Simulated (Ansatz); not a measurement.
Frontier orbitals of C₃H₃BrClF₂I, SMILES `F[C@@H]([C@@H](Cl)Br)[C@@H](F)I`.

The species carries charge 0 and has multiplicity 1. Correlated methods include outer-core shells of Br, I, which these sets cover unevenly. Scalar relativity is left out up to krypton. I: def2 effective core potential. The structure was optimised at the PBE0-D4/def2-TZVP level. It is one conformer, not always the lowest. Basis def2-TZVPP, Ansatz 0.2.0.

```tsv
functional	HOMO (eV)	LUMO (eV)	gap (eV)
LDA (SPW92)	-6.84	-2.57	4.27
PBE	-6.66	-2.33	4.33
PBE0	-7.87	-1.44	6.43
B3LYP	-7.62	-1.70	5.92
r2SCANh	-7.41	-1.85	5.56
r2SCAN0	-8.07	-1.36	6.71
ωB97M-V	-10.04	0.55	10.59
HF	-10.52	2.01	12.53
```

A quarter of exact exchange (PBE0) shifts PBE's HOMO by −1.21 eV and its LUMO by +0.89 eV; full exchange at long range (ωB97M-V) shifts them by −3.38 and +2.88 eV. The gap opens from 4.33 to 10.59 eV, since occupied levels lose self-interaction and empty ones feel all the electrons. A positive LUMO is unbound and depends on the basis.

B3LYP here is the variant with VWN-RPA as its local correlation; programs differ in this.
